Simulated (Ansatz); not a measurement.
Ansatz (an electronic-structure program) input (HF/6-31G*):

Ansatz 0.2 input:
```yaml
crystal:
  periodic: [false, false, false]
  atoms:
    - {symbol: F, position_ang: [-0.16891600, 2.25152600, 0.44913200]}
    - {symbol: C, position_ang: [-0.13719700, 0.93763100, 0.18006800]}
    - {symbol: C, position_ang: [-1.33573600, 0.20830700, -0.09608300]}
    - {symbol: C, position_ang: [-0.99438600, -1.07706400, -0.32695200]}
    - {symbol: S, position_ang: [0.65945100, -1.44642500, -0.23109000]}
    - {symbol: C, position_ang: [1.01276500, 0.21309100, 0.14976600]}
    - {symbol: H, position_ang: [-2.32460900, 0.63880000, -0.10994200]}
    - {symbol: H, position_ang: [2.02095300, 0.54847000, 0.32440500]}
basis:
  gaussian:
    orbitals: 6-31G*
hamiltonian:
  xc: {name: HF}
magnetization: {spin_polarized: true, initial_magnetization: 1}
relax: {f_tol: 0.003, max_steps: 120}
```

Output:

```
Functional definition: HF
integrals: 0.04 GiB planned
1039 factors; integrals over basis functions are off by at most 3.9e-4 eV
mean field: 0.41 GiB planned
mean field evaluation 1: about -17670.2686 eV, gradient 2.0e1 eV
mean field evaluation 2: about -17670.2763 eV, gradient 2.0e1 eV
mean field evaluation 4: about -17673.0732 eV, gradient 3.4e0 eV
mean field evaluation 8: about -17673.2546 eV, gradient 6.6e-1 eV
mean field evaluation 16: about -17673.3899 eV, gradient 2.4e-3 eV
mean field evaluation 32: about -17665.3920 eV, gradient 4.7e0 eV
mean field -17673.38992109 eV, -649.4851001462 hartree, gradient 2.4e-5 eV, S^2 1.151048; 0 other end points of the search recorded, 0 dependent functions left out
the calculation of the forces begins
reference -17673.38992109 eV, -649.4851001462 hartree; 26, 25 occupied and 72, 73 virtual orbitals, 1039 factors
relax step   1: F+E_penalty+E_count = -17673.38992109 eV  Δ(F+E_penalty+E_count) = +0.000e0 eV  max|allowed force component| = 8.157e-1 eV/Å  Δτ_max = 0.0000 Å  (85 SCF iters, accepted)
these checks for a lower state are left out or cut short: starts, cluster_reference, orbital_swaps, neighbouring_geometries, increment
integrals: 0.04 GiB planned
1039 factors; integrals over basis functions are off by at most 3.8e-4 eV
mean field: 0.41 GiB planned
mean field -17673.41092115 eV, -649.4858718840 hartree, gradient 4.8e-5 eV, S^2 1.167160; 0 other end points of the search recorded, 0 dependent functions left out
the calculation of the forces begins
reference -17673.41092115 eV, -649.4858718840 hartree; 26, 25 occupied and 72, 73 virtual orbitals, 1039 factors
relax step   2: F+E_penalty+E_count = -17673.41092115 eV  Δ(F+E_penalty+E_count) = -2.100e-2 eV  max|allowed force component| = 4.786e-1 eV/Å  Δτ_max = 0.0135 Å  (39 SCF iters, accepted)
these checks for a lower state are left out or cut short: starts, cluster_reference, orbital_swaps, neighbouring_geometries, increment
integrals: 0.04 GiB planned
1039 factors; integrals over basis functions are off by at most 3.8e-4 eV
mean field: 0.41 GiB planned
mean field -17673.41753226 eV, -649.4861148379 hartree, gradient 5.1e-5 eV, S^2 1.189353; 0 other end points of the search recorded, 0 dependent functions left out
the calculation of the forces begins
reference -17673.41753226 eV, -649.4861148379 hartree; 26, 25 occupied and 72, 73 virtual orbitals, 1039 factors
relax step   3: F+E_penalty+E_count = -17673.41753226 eV  Δ(F+E_penalty+E_count) = -6.611e-3 eV  max|allowed force component| = 4.162e-2 eV/Å  Δτ_max = 0.0102 Å  (38 SCF iters, accepted)
these checks for a lower state are left out or cut short: starts, cluster_reference, orbital_swaps, neighbouring_geometries, increment
integrals: 0.04 GiB planned
1039 factors; integrals over basis functions are off by at most 3.8e-4 eV
mean field: 0.41 GiB planned
mean field -17673.41757574 eV, -649.4861164357 hartree, gradient 2.2e-5 eV, S^2 1.189870; 0 other end points of the search recorded, 0 dependent functions left out
the calculation of the forces begins
reference -17673.41757574 eV, -649.4861164357 hartree; 26, 25 occupied and 72, 73 virtual orbitals, 1039 factors
relax step   4: F+E_penalty+E_count = -17673.41757574 eV  Δ(F+E_penalty+E_count) = -4.348e-5 eV  max|allowed force component| = 1.152e-2 eV/Å  Δτ_max = 0.0009 Å  (30 SCF iters, accepted)
these checks for a lower state are left out or cut short: starts, cluster_reference, orbital_swaps, neighbouring_geometries, increment
integrals: 0.04 GiB planned
1039 factors; integrals over basis functions are off by at most 3.8e-4 eV
mean field: 0.41 GiB planned
mean field evaluation 64: about -17673.4176 eV, gradient 1.9e-2 eV
mean field -17673.41758203 eV, -649.4861166670 hartree, gradient 2.4e-5 eV, S^2 1.190003; 0 other end points of the search recorded, 0 dependent functions left out
the calculation of the forces begins
reference -17673.41758203 eV, -649.4861166670 hartree; 26, 25 occupied and 72, 73 virtual orbitals, 1039 factors
relax step   5: F+E_penalty+E_count = -17673.41758203 eV  Δ(F+E_penalty+E_count) = -6.293e-6 eV  max|allowed force component| = 2.963e-3 eV/Å  Δτ_max = 0.0006 Å  (29 SCF iters, accepted)
integrals: 0.04 GiB planned
1039 factors; integrals over basis functions are off by at most 3.8e-4 eV
mean field: 0.41 GiB planned
mean field evaluation 96: about -17671.6453 eV, gradient 1.5e0 eV
mean field -17673.41758203 eV, -649.4861166670 hartree, gradient 2.4e-5 eV, S^2 1.190003; 1 other end points of the search recorded, 0 dependent functions left out
the calculation of the forces begins
reference -17673.41758203 eV, -649.4861166670 hartree; 26, 25 occupied and 72, 73 virtual orbitals, 1039 factors
Total energy: -17673.41758203 eV, -649.4861166670 hartree
Atom 0 at    -0.163350     2.237671     0.446840 Å, force     0.000840    -0.001444    -0.000212 eV/Å
Atom 1 at    -0.135769     0.941548     0.181029 Å, force    -0.001384     0.001504     0.000167 eV/Å
Atom 2 at    -1.331382     0.215212    -0.094198 Å, force    -0.000586     0.002963     0.000553 eV/Å
Atom 3 at    -1.011194    -1.085503    -0.330454 Å, force     0.002154    -0.000544     0.000112 eV/Å
Atom 4 at     0.672636    -1.455805    -0.231660 Å, force    -0.002081     0.000317    -0.000151 eV/Å
Atom 5 at     1.009321     0.214081     0.149612 Å, force     0.001639    -0.001753    -0.000193 eV/Å
Atom 6 at    -2.313149     0.644305    -0.107606 Å, force    -0.000653    -0.001881    -0.000458 eV/Å
Atom 7 at     2.005214     0.562826     0.325740 Å, force     0.000071     0.000839     0.000181 eV/Å
Dipole moment:    -0.030326    -0.046936    -0.012892 e Å
```

The geometry given is a B3LYP-D3(BJ)/def2-TZVP minimum.

The determinant is spin-contaminated: <S^2> is 1.19 against 0.75 for a pure state.
